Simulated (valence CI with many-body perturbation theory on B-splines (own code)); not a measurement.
## E1 transitions of Nd46+

Method: configuration interaction combined with many-body perturbation theory (CI+MBPT): four valence electrons over a frozen Dirac-Fock core [Ne], a basis of 11 s, 11 p, 10 d, 8 f, 5 g, 2 h functions for each j, with the one-electron correlation potential Σ1 (screened to all orders), the two-electron term Σ2, the three-electron term Σ3, Breit, model QED; selected single and double excitations, second order for the rest, scaled by the run's own slope (own B-spline code, finite nucleus).

No measured spectrum was set against this ion. As an estimate, large intervals hold to a few tenths of a per cent, small ones and those within an open d or f shell to about a per cent. Among the levels kept, up to 590 cm⁻¹ of a level comes from second order outside the variational space, and about a tenth of that is noise between levels of different J, which matters for small intervals.

Lines 51 to 100 of 536 in falling wavelength, among levels below 889.14 eV, chosen from the strongest by gf and those to the six lowest levels. Wavelengths and rates use the calculated energies. Electric multipoles are in the length gauge with retardation, E1 and E2 with the static RPA response of the core. Weak lines are less certain than strong ones. Lines between different terms over intervals too small for the method are left out, as are lines whose strength nearly cancels. The highest levels of a list are the least certain.

Levels are named by their leading jj configuration (3d3/2^4 stands for four electrons in 3d with j = 3/2), which in mixed levels can hold well under half, so a name can repeat and another be missing. Letters in brackets count levels of one name in rising energy.

```
λ vac (Å)                           Upper                           Lower   A (s⁻¹)  S (a.u.)
    86.11  (3s 3p1/2 3p3/2 3d5/2) J=4 [c]          (3s^2 3p3/2 3d5/2) J=4  1.01e+10  2.86e-02
    85.41   (3p1/2 3p3/2^2 3d3/2) J=2 [b]      (3s 3p3/2^2 3d3/2) J=3 [a]  1.48e+10  2.27e-02
    85.39   (3p1/2 3p3/2^2 3d3/2) J=3 [b]          (3s 3p3/2^2 3d3/2) J=4  2.89e+10  6.23e-02
    85.32   (3p1/2 3p3/2^2 3d5/2) J=4 [a]          (3s 3p3/2^2 3d5/2) J=5  2.68e+10  7.38e-02
    84.09      (3s 3p1/2 3p3/2^2) J=1 [b]              (3s^2 3p3/2^2) J=2  1.05e+10  9.22e-03
    83.74       (3p1/2^2 3p3/2 3d5/2) J=4      (3s 3p1/2 3p3/2 3d5/2) J=5  4.67e+10  1.22e-01
    83.26          (3s 3p1/2^2 3d3/2) J=1          (3s 3p1/2^2 3p3/2) J=1  8.45e+09  7.22e-03
    83.23       (3p1/2^2 3p3/2 3d3/2) J=3      (3s 3p1/2 3p3/2 3d3/2) J=4  5.21e+10  1.04e-01
    82.94       (3p1/2 3p3/2^2 3d5/2) J=5          (3s 3p3/2^2 3d5/2) J=5  2.40e+10  7.45e-02
    82.84       (3p1/2^2 3p3/2 3d3/2) J=2  (3s 3p1/2 3p3/2 3d3/2) J=3 [a]  3.30e+10  4.64e-02
    82.11           (3p1/2^2 3d3/2^2) J=2      (3s 3p1/2 3d3/2^2) J=2 [a]  2.54e+10  3.47e-02
    81.36  (3s 3p1/2 3p3/2 3d3/2) J=2 [b]          (3s 3p1/2 3p3/2^2) J=3  2.77e+10  3.68e-02
    81.31   (3p1/2 3p3/2^2 3d3/2) J=2 [c]      (3s 3p3/2^2 3d3/2) J=3 [a]  1.87e+10  2.48e-02
    80.56          (3s 3p1/2^2 3d3/2) J=2          (3s 3p1/2^2 3p3/2) J=1  1.81e+09  2.33e-03
    76.89       (3p1/2^2 3p3/2 3d3/2) J=1  (3s 3p1/2 3p3/2 3d3/2) J=2 [b]  4.76e+10  3.20e-02
    76.86          (3s^2 3p1/2 3d3/2) J=2          (3s^2 3p1/2 3p3/2) J=2  3.70e+09  4.14e-03
    75.34       (3p1/2^2 3p3/2 3d5/2) J=4  (3s 3p1/2 3p3/2 3d5/2) J=4 [a]  2.53e+10  4.80e-02
    73.52          (3s^2 3p1/2 3d3/2) J=2          (3s^2 3p1/2 3p3/2) J=1  1.83e+08  1.80e-04
    72.43  (3s 3p1/2 3d3/2 3d5/2) J=4 [b]  (3s 3p1/2 3p3/2 3d5/2) J=4 [b]  1.61e+10  2.71e-02
    72.37          (3s 3p1/2^2 3d3/2) J=1          (3s 3p1/2^2 3p3/2) J=2  3.03e+09  1.70e-03
    70.32          (3s 3p1/2^2 3d3/2) J=2          (3s 3p1/2^2 3p3/2) J=2  9.18e+09  7.87e-03
    67.50      (3s 3p1/2 3d5/2^2) J=3 [b]  (3s 3p1/2 3p3/2 3d5/2) J=2 [d]  5.84e+10  6.20e-02
    66.91          (3s^2 3p3/2 3d3/2) J=3              (3s^2 3p3/2^2) J=2  1.86e+09  1.92e-03
    66.71          (3s^2 3p3/2 3d3/2) J=2              (3s^2 3p3/2^2) J=2  2.20e+08  1.62e-04
    66.43          (3s^2 3p3/2 3d3/2) J=1              (3s^2 3p3/2^2) J=2  1.98e+08  8.58e-05
    66.27      (3s 3p1/2 3d3/2 3d5/2) J=5      (3s 3p1/2 3p3/2 3d5/2) J=5  1.66e+10  2.62e-02
    66.21      (3s 3p1/2 3d5/2^2) J=4 [a]  (3s 3p1/2 3p3/2 3d5/2) J=3 [c]  1.38e+10  1.77e-02
    65.58      (3s 3p1/2 3d5/2^2) J=4 [b]  (3s 3p1/2 3p3/2 3d5/2) J=3 [d]  6.82e+10  8.55e-02
    65.57              (3s^2 3d5/2^2) J=4          (3s^2 3p3/2 3d5/2) J=3  6.46e+10  8.09e-02
    65.31      (3s 3p1/2 3d5/2^2) J=3 [b]  (3s 3p1/2 3p3/2 3d5/2) J=2 [c]  3.04e+10  2.93e-02
    65.00      (3s 3p1/2 3d5/2^2) J=3 [b]  (3s 3p1/2 3p3/2 3d5/2) J=3 [d]  2.52e+10  2.39e-02
    64.54          (3s 3p1/2 3d5/2^2) J=5  (3s 3p1/2 3p3/2 3d5/2) J=4 [c]  3.00e+10  4.38e-02
    64.38  (3s 3p1/2 3d3/2 3d5/2) J=3 [d]  (3s 3p1/2 3p3/2 3d5/2) J=2 [b]  2.47e+10  2.28e-02
    64.34          (3s^2 3p1/2 3d3/2) J=1          (3s^2 3p1/2 3p3/2) J=2  2.90e+09  1.14e-03
    64.08              (3s^2 3d5/2^2) J=2          (3s^2 3p3/2 3d5/2) J=1  3.87e+10  2.51e-02
    63.81  (3s 3p1/2 3d3/2 3d5/2) J=4 [b]  (3s 3p1/2 3p3/2 3d3/2) J=3 [c]  3.84e+10  4.43e-02
    63.37      (3s 3p1/2 3d5/2^2) J=1 [a]      (3s 3p1/2 3p3/2 3d5/2) J=0  4.52e+10  1.70e-02
    63.00  (3s 3p1/2 3d3/2 3d5/2) J=3 [d]  (3s 3p1/2 3p3/2 3d3/2) J=2 [e]  3.48e+10  3.01e-02
    62.73      (3s 3p1/2 3d5/2^2) J=4 [a]  (3s 3p1/2 3p3/2 3d5/2) J=3 [b]  5.72e+10  6.27e-02
    62.30          (3s 3p1/2^2 3d5/2) J=2          (3s 3p1/2^2 3p3/2) J=1  4.88e+10  2.91e-02
    61.98          (3s^2 3p1/2 3d3/2) J=1          (3s^2 3p1/2 3p3/2) J=1  8.89e+08  3.14e-04
    61.98          (3s^2 3p3/2 3d5/2) J=2              (3s^2 3p3/2^2) J=2  3.58e+10  2.10e-02
    61.97      (3s 3p1/2 3d5/2^2) J=1 [a]  (3s 3p1/2 3p3/2 3d5/2) J=1 [c]  6.24e+10  2.20e-02
    61.73  (3s 3p1/2 3p3/2 3d5/2) J=3 [a]          (3s 3p1/2 3p3/2^2) J=3  2.35e+10  1.91e-02
    61.36      (3s 3p1/2 3d5/2^2) J=4 [b]  (3s 3p1/2 3p3/2 3d5/2) J=4 [c]  2.71e+10  2.78e-02
    61.36          (3s^2 3p1/2 3d5/2) J=2          (3s^2 3p1/2 3p3/2) J=2  9.76e+09  5.56e-03
    61.15  (3s 3p1/2 3p3/2 3d5/2) J=2 [a]      (3s 3p1/2 3p3/2^2) J=2 [a]  3.92e+10  2.21e-02
    61.12          (3s 3p1/2 3d5/2^2) J=5  (3s 3p1/2 3p3/2 3d5/2) J=4 [b]  6.59e+10  8.17e-02
    61.08          (3s^2 3d3/2 3d5/2) J=3          (3s^2 3p3/2 3d3/2) J=2  5.38e+10  4.24e-02
    60.71          (3s^2 3p1/2 3d5/2) J=3          (3s^2 3p1/2 3p3/2) J=2  5.82e+10  4.50e-02
```
